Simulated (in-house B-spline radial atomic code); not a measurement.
A run on Tc IV (Tc3+) that did not converge. Method: scalar-relativistic (X2C) wB97X, spin-polarised, spherical fractional occupations, Fermi nucleus of rms radius 4.41117 fm; computed with a B-spline radial code for spherical atoms.

Command:
```bash
python run_scf.py task.json out
```
Settings (nuclear radius in fm, mass in u):
```
Z                43
configuration    [Kr] 4d4
hamiltonian      x2c
method           wb97x
spin_polarised   True
nucleus          fermi
rms_radius       4.41117
atomic_mass      96.90636
speed_of_light   137.035999084
```

First and last ten iterations of the last attempt (damped for 15 steps, keeping 80 % of the old Fock matrix, then DIIS):
```
 iter        energy (Eh)    residual
    1       -4276.414872    4.75e-01
    2       -4281.256861    2.62e-01
    3       -4282.360667    1.84e-01
    4       -4282.901238    1.29e-01
    5       -4283.163398    8.97e-02
    6       -4283.289870    6.23e-02
    7       -4283.350814    4.32e-02
    8       -4283.380262    3.04e-02
    9       -4283.394581    2.18e-02
   10       -4283.401610    1.56e-02
  111       -4283.408842    8.06e-07
  112       -4283.408842    6.31e-07
  113       -4283.408842    1.05e-06
  114       -4283.408842    9.19e-07
  115       -4283.408842    9.48e-07
  116       -4283.408842    9.16e-07
  117       -4283.408842    6.91e-07
  118       -4283.408842    9.16e-07
  119       -4283.408842    6.65e-07
  120       -4283.408842    7.23e-07
 not converged after 120 iterations
```

The smallest residual met was 5.0e-07; the threshold is about 4e-07. Over the last five steps the energy moves by less than 1e-08 hartree, but the orbitals didn't meet the threshold. Time taken, with all properties: 13 s on 1 thread of Arm Neoverse V1 (shared host).
